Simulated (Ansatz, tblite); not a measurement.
Removing and adding an electron: Ge₁₉H₂₈, a nanocrystal cut from cubic germanium. Charge 0, multiplicity 1. Geometry: PBE-D4/def2-SVP. Ansatz, gas phase; energy differences of separate SCF runs; the oxidised species was run as a doublet alone; the reduced species was run as a doublet alone.

```xyz
47

Ge    1.6761    2.4133    3.0417
Ge    2.2926    3.4827   -0.7064
Ge    0.7073   -1.4186    3.9207
Ge    1.2454   -0.2863    0.1239
Ge    0.3814   -4.0840    1.0295
Ge   -2.4265   -1.1858    1.3665
Ge    1.0161   -2.9874   -2.8157
Ge   -1.4703    2.5982    0.4991
Ge   -1.7997   -0.1024   -2.4310
Ge    1.9608    0.7463   -3.6719
Ge    0.6464    0.9084    4.6722
Ge    0.9077    2.0630    0.7380
Ge    1.9277    3.1240   -3.0985
Ge   -2.8496    1.1618    1.9270
Ge   -0.0535   -1.7403    1.6104
Ge    0.5765   -0.6518   -2.2062
Ge   -0.0293   -4.6182   -1.3220
Ge   -3.1731   -1.4875   -0.9479
Ge   -2.2346    2.2248   -1.7990
H     1.4256    3.8950    3.4536
H     3.2163    2.1784    3.0604
H     3.7829    3.1630   -0.3835
H     2.0493    4.9800   -0.3502
H     2.1794   -1.9227    4.0013
H    -0.1429   -2.3083    4.8766
H     2.7618   -0.6350    0.2748
H     1.8800   -4.3718    1.3444
H    -0.4735   -5.0129    1.9430
H    -3.2592   -2.1091    2.3112
H     2.5592   -3.1982   -2.7705
H     0.5543   -3.2374   -4.2827
H    -1.6916    4.0939    0.8894
H    -2.2318   -0.3331   -3.9138
H     3.4274    0.2332   -3.5562
H     1.5137    0.5499   -5.1516
H     1.4054    1.0276    6.0283
H    -0.8264    1.3373    4.9183
H     3.0429    3.8593   -3.9015
H     0.5640    3.7406   -3.5151
H    -2.5762    1.4378    3.4323
H    -4.3503    1.4769    1.6466
H    -1.5596   -4.6597   -1.5867
H     0.5417   -6.0350   -1.6317
H    -3.1171   -2.9840   -1.3656
H    -4.6543   -1.0142   -1.0575
H    -1.5503    3.2121   -2.7859
H    -3.7719    2.4763   -1.8581
```

The xTB rows come from tblite. Single mean-field runs in def2-TZVP are fitted with def2-universal-jkfit. HOMO above LUMO, or a gap near zero within one spin, warns that the state may not be the lowest or that an electron is smeared out.

```tsv
level	−HOMO (eV)	vertical IE (eV)	−LUMO (eV)	vertical EA (eV)	HOMO–LUMO gap (eV)	IE − EA (eV)	remarks
GFN2-xTB	9.87	11.26	6.14	4.77	3.73	6.49	–
HF/def2-TZVP	8.87	7.83	-1.79	-1.20	10.65	9.03	HOMO above zero (-1 doublet)
PBE-D4/def2-TZVP	6.00	–	1.95	0.69	4.05	–	HOMO above zero (-1 doublet), gap within one spin near zero (-1 doublet)
```

Q: Estimate the rows for GFN1-xTB, PBE0-D4/def2-TZVP.

A: 
```json
{"level": "GFN1-xTB", "−HOMO (eV)": "11.61", "vertical IE (eV)": "12.80", "−LUMO (eV)": "8.71", "vertical EA (eV)": "7.38", "HOMO–LUMO gap (eV)": "2.90", "IE − EA (eV)": "5.43", "remarks": "–"}
{"level": "PBE0-D4/def2-TZVP", "−HOMO (eV)": "6.88", "vertical IE (eV)": "7.91", "−LUMO (eV)": "1.24", "vertical EA (eV)": "0.39", "HOMO–LUMO gap (eV)": "5.65", "IE − EA (eV)": "7.52", "remarks": "HOMO above zero (-1 doublet)"}
```

Run but left out: PBE-D4/def2-TZVP (charge +1 doublet: an occupied level 0.04 eV above an empty one).   A HOMO above zero means that the electron is unbound at that level or that self-interaction error raises the level; the energy of removing that electron tells which. Raw xTB energy differences between charge states are shifted by several eV; the methods need an empirical correction for them. Sets without diffuse functions give affinities that are too small. A negative affinity means that the extra electron isn't bound; its size then hangs on the basis.
